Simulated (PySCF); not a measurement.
Two species compared at the same levels of theory.

First species: C8H4F3P.
Atom-mapped SMILES: `[CH:1]#[C:2][c:3]1[cH:4][cH:5][p:6][c:7]([C:8]([F:9])([F:10])[F:11])[cH:12]1` (hydrogens: H13 on C1; H14 on C4; H15 on C5; H16 on C12)

Cartesian coordinates in Å at the GFN2-xTB level; atoms count from 1:
```xyz
16
C8H4F3P angstrom
C      3.0803   -1.8513   -0.0038
C      2.1698   -1.0687   -0.0232
C      1.1006   -0.1429   -0.0388
C      1.3831    1.2248   -0.1199
C      0.4159    2.2006   -0.1342
P     -1.3033    1.9545   -0.0602
C     -1.3098    0.2115    0.0297
C     -2.6552   -0.4371    0.1177
F     -2.8847   -1.3002   -0.8895
F     -3.6528    0.4599    0.0846
F     -2.8168   -1.1452    1.2516
C     -0.2069   -0.6199    0.0334
H      3.8737   -2.5374    0.0134
H      2.4243    1.5169   -0.1722
H      0.7371    3.2332   -0.1963
H     -0.3628   -1.6895    0.0964
```

Second species: C₉H₇O₂P.
Numbering: `[CH3:1][C:2](=[O:3])[c:4]1[o:5][c:6]2[cH:7][cH:8][cH:9][cH:10][c:11]2[p:12]1` (hydrogens: H13, H14, H15 on C1; H16 on C7; H17 on C8; H18 on C9; H19 on C10)

Structure used (GFN2-xTB), in Å, numbered top down from 1:
```xyz
19
C9H7O2P angstrom
C      3.5302    0.6413   -0.3883
C      2.8415   -0.1960    0.6545
O      3.4205   -0.8135    1.5254
C      1.3878   -0.2456    0.5827
O      0.7270    0.4385   -0.3859
C     -0.5977    0.2569   -0.2729
C     -1.5333    0.8337   -1.1262
C     -2.8662    0.5698   -0.9031
C     -3.2731   -0.2542    0.1492
C     -2.3512   -0.8269    0.9940
C     -0.9920   -0.5767    0.7924
P      0.4365   -1.1560    1.6957
H      4.6062    0.6089   -0.2436
H      3.1775    1.6686   -0.3209
H      3.2778    0.2675   -1.3786
H     -1.2041    1.4674   -1.9344
H     -3.6097    1.0070   -1.5521
H     -4.3261   -0.4408    0.2967
H     -2.6613   -1.4642    1.8079
```

Levels: PBE0/pcSseg-1 for dipole moment, HOMO energy, LUMO energy and HOMO–LUMO gap; GFN2-xTB for rotational constant A and rotational constant C. Geometries: GFN2-xTB. All species are isolated and taken at one optimised geometry, non-relativistic unless stated; the electronic structure was computed with PySCF and density fitting.

The conformers computed, where there is a choice (atom-mapped SMILES and torsion angles):
- `[CH:1]#[C:2][c:3]1[cH:4][cH:5][p:6][c:7]([C:8]([F:9])([F:10])[F:11])[cH:12]1`: P6–C7–C8–F9 121°
- `[CH3:1][C:2](=[O:3])[c:4]1[o:5][c:6]2[cH:7][cH:8][cH:9][cH:10][c:11]2[p:12]1`: C1–C2–C4–O5 0°

```
             property   column X   column Y
        dipole moment     4.14 D     3.53 D
          HOMO energy   -6.91 eV   -7.35 eV
          LUMO energy   -2.55 eV   -2.52 eV
        HOMO–LUMO gap    4.36 eV    4.83 eV
rotational constant A  2.128 GHz  1.322 GHz
rotational constant C  0.443 GHz  0.439 GHz
```

Problem. Which column belongs to which species?

Solution. Column X is the second species and column Y the first. The first has 16 atoms and 94 electrons, the second 19 and 92.

Problem. How does each property change from the first species to the second?

Solution. dipole moment +0.61 D; HOMO energy +0.44 eV; LUMO energy -0.03 eV; HOMO–LUMO gap -0.47 eV; rotational constant A +0.806 GHz; rotational constant C +0.004 GHz.

On the first: The dipole equals about 11.8 × 10⁻³⁰ C·m (1 D = 3.33564 × 10⁻³⁰ C·m).

On the second: The dipole matches unit charges of opposite sign 0.86 Å apart (1 e·Å = 4.8032 D).
